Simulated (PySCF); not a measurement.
# One molecule, several mistakes: AlBCGeH4

All numbers below are calculated, not measured. They come from PySCF 2.14.0, an open-source quantum chemistry program, on an isolated molecule that a program drew, which may never have been made. The molecule is AlBCGeH4 (charge 0, singlet), drawn as the SMILES string `[AlH2][CH]=[B][GeH]`.

Each row is a Hartree-Fock (HF) and frozen-core CCSD(T) single point in the cc-pV(D+d)Z basis, meant for a local HF minimum. Run 1 is clean. Each other run has one planted mistake out of seven kinds, and not every kind appears here: one electron removed, one electron added, multiplicity raised by two, geometry at a saddle point, minimal basis STO-3G, one bond length entered in bohr, all coordinates scaled. The reference is restricted for singlets and unrestricted otherwise, and also for a bond in bohr. Adding or removing an electron swaps singlet and doublet. Electrons count all cores. HOMO and LUMO are orbital energies over both spins, the gradient is its largest component, and the lowest frequency (negative if imaginary) is given only where the gradient is small. Bond lengths are over the 7 bonds as drawn. T1 is the CCSD diagnostic: over 0.02 (restricted) or 0.045 (unrestricted) a single reference is doubtful. Germanium has the cc-pVDZ-PP basis, with a core potential (ECP10MDF) in place of its 10 inner electrons, and its 3s, 3p and 3d shells are frozen in CCSD(T).

Geometry of the clean run:
```xyz
8
AlBCGeH4, angstrom
Al   -1.1293    0.0517   -1.2029
C     0.3184   -0.0693    0.0757
B     0.2715    0.9441    1.0234
Ge   -0.0556    2.5597    2.2910
H    -2.1806    1.2268   -1.0666
H    -1.2638   -1.0072   -2.3686
H     1.0563   -0.8624    0.0105
H     1.2182    2.1831    3.1500
```

| run | electrons | basis functions | <S^2> | HOMO (eV) | LUMO (eV) | gradient (hartree/bohr) | lowest frequency (cm^-1) | mean bond (Å) | longest bond (Å) | T1 | HF (hartree) | CCSD(T) (hartree) | mistake |
|---|---|---|---|---|---|---|---|---|---|---|---|---|---|
| 1 | 60 | 94 | 0.000 | -9.23 | -0.26 | 3.3e-05 | 64 | 1.6048 | 2.079 | 0.0182 | -600.10139 | -600.51628 | no fault |
| 2 | 60 | 94 | 0.968 | -8.89 | -0.22 | 1.8e-02 | - | 1.7427 | 2.079 | 0.0703 | -599.97159 | -600.37959 | one bond length entered in bohr |
| 3 | 59 | 94 | 1.063 | -14.53 | -6.49 | 4.0e-02 | - | 1.6048 | 2.079 | 0.0488 | -599.82229 | -600.18664 | one electron removed |
| 4 | 60 | 94 | 0.000 | -9.26 | -0.21 | 2.5e-02 | - | 1.5486 | 2.007 | 0.0173 | -600.09221 | -600.50368 | all coordinates scaled |
| 5 | 60 | 94 | 2.018 | -6.54 | -1.32 | 8.4e-02 | - | 1.6048 | 2.079 | 0.0231 | -600.03737 | -600.41974 | ? |
| 6 | 61 | 94 | 0.766 | -1.72 | 5.17 | 3.2e-02 | - | 1.6048 | 2.079 | 0.0221 | -600.13730 | -600.56237 | ? |

**Which mistake was planted in run 5, and what did it cost?**

Electrons, basis and geometry are unchanged, and <S^2> is 2.018, beside S(S+1) = 2.00 for a multiplicity of 3. So the mistake is: multiplicity raised by two. Subtracting run 1 and multiplying by 627.51 kcal/mol a hartree, the energy moved by 40.2 kcal/mol in HF and 60.6 kcal/mol in CCSD(T).

**Which mistake was planted in run 6, and what did it cost?**

It counts 61 electrons, one more than the clean run, at the same geometry and basis. So the mistake is: one electron added. Subtracting run 1 and multiplying by 627.51 kcal/mol a hartree, the energy moved by -22.5 kcal/mol in HF and -28.9 kcal/mol in CCSD(T).

Cautions from the logs. Run 2: T1 is over the limit, so its CCSD(T) energy is less reliable; run 3: T1 is over the limit, so its CCSD(T) energy is less reliable.
